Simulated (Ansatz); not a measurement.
Ligand exchange: W(CH3)(OH)O2 + C2H8OSi → W(OH)2O2 + C3H10Si

Species: W(CH3)(OH)O2, singlet; C2H8OSi `CC[SiH2]O`, singlet; W(OH)2O2 (tungstic acid), singlet; C3H10Si `CC[SiH2]C`, singlet. The partners trade CH3 for OH: W–CH3 and Si–OH bonds give way to W–OH and Si–CH3.

Shapes, held fixed at every level: PBE0-D4/def2-TZVP. Flexible molecules stand in one conformer, not always the lowest. Programs: Ansatz 0.2.0. The zero-point and thermal change to 298 K, harmonic and unscaled (PBE0-D4/def2-TZVP), is 0.0 kJ/mol.

```csv
level,kind,ΔH(298 K) (kJ/mol),less CCSD(T)/def2-TZVPP
HF/def2-SVP,Hartree–Fock,-14.7,-7.2
HF/def2-TZVPP,Hartree–Fock,-5.4,+2.1
SPW92/def2-TZVPP,LDA,-20.5,-13.0
BHLYP-D4/def2-TZVPP,global hybrid,-9.3,-1.8
PBE0-D4/def2-TZVPP,global hybrid,-17.4,-9.9
wB97M-V/def2-TZVPP,range-separated hybrid,-12.6,-5.1
CCSD/def2-TZVPP,coupled cluster or CI,-5.5,+2.0
CCSD(T)/def2-TZVPP,coupled cluster or CI,-7.5,0.0
```

The highest level, CCSD(T)/def2-TZVPP, gives ΔH(298 K) = -7.5 kJ/mol; the levels span -20.5 to -5.4. The column of differences is taken from that level and isn't an error. No measured value is set beside it here. T1 is large for W(CH3)(OH)O2 (0.023), W(OH)2O2 (0.023), so single-reference values are less sure there. For atoms past krypton def2 sets carry core potentials with scalar relativity. Outer-core shells of W are correlated in most correlated rows, in sets that cover them unevenly.
